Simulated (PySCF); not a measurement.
Basis and Hamiltonian dependence of the excitation energy of Pb

Pb [Xe] 4f14 5d10 6s2 6p2 (3P) → Pb [Xe] 4f14 5d10 6s1 6p3 (5S). Calculated with PySCF 2.14 from differences of total energies of unrestricted determinants, without spin-orbit coupling. Values in eV.

| basis | Hamiltonian | functions | UHF | r2SCAN | PBE0 | MP2 (valence) | CCSD(T) (valence) | CCSD(T) (valence and next inner shell) |
| --- | --- | --- | --- | --- | --- | --- | --- | --- |
| cc-pVTZ-PP with ECP60MDF | ECP | 39 | 4.706 | 6.425 | 6.543 | 5.324 | n/a | n/a |
| aug-cc-pVTZ-PP with ECP60MDF | ECP | 55 | 4.694 | 6.420 | 6.541 | 5.319 | 5.488 | n/a |
| def2-TZVPPD with the def2 core potential (60 electrons) | ECP | 56 | 4.695 | 6.423 | 6.547 | 5.325 | 5.497 | 6.211 |
| aug-cc-pVTZ-PP with one added diffuse shell each of d, f type with ECP60MDF | ECP | 67 | 4.694 | 6.420 | 6.541 | 5.319 | 5.488 | n/a |
| cc-pwCVTZ-PP with ECP60MDF | ECP | 80 | 4.709 | 6.437 | 6.557 | 5.374 | n/a | n/a |
| x2c-TZVPPall | spin-free X2C | 83 | 4.690 | 6.428 | 6.509 | 5.300 | 5.472 | 6.186 |
| aug-cc-pVTZ-DK3 | spin-free X2C | 84 | 4.666 | 6.412 | 6.506 | 5.291 | 5.461 | n/a |
| def2-QZVPPD with the def2 core potential (60 electrons) | ECP | 88 | 4.697 | 6.429 | 6.550 | 5.388 | 5.536 | n/a |
| aug-cc-pVQZ-PP with ECP60MDF | ECP | 92 | 4.697 | 6.429 | 6.548 | 5.388 | 5.535 | n/a |
| ANO-RCC-VTZP | spin-free X2C | 93 | 4.701 | 6.451 | 6.535 | 5.336 | 5.500 | 6.239 |
| aug-cc-pwCVTZ-PP with ECP60MDF | ECP | 96 | 4.699 | 6.431 | 6.554 | 5.367 | 5.525 | n/a |
| aug-cc-pwCVTZ-DK3 | spin-free X2C | 125 | 4.672 | n/a | 6.520 | 5.340 | 5.497 | n/a |
| aug-cc-pwCVTZ-DK3 with one added diffuse shell each of s, d, f type | spin-free X2C | 138 | 4.673 | n/a | n/a | n/a | n/a | n/a |
| x2c-QZVPPall | spin-free X2C | 142 | 4.673 | 6.436 | 6.525 | 5.362 | n/a | n/a |

Frozen in the all-electron rows: valence: [Xe] 4f14 5d10; valence and next inner shell: [Kr] 4d10 4f14; with a core potential, the same shells as far as they lie outside it.

Spin-orbit coupling is strong in these open shells (close to jj coupling), so the scalar numbers refer to model states.
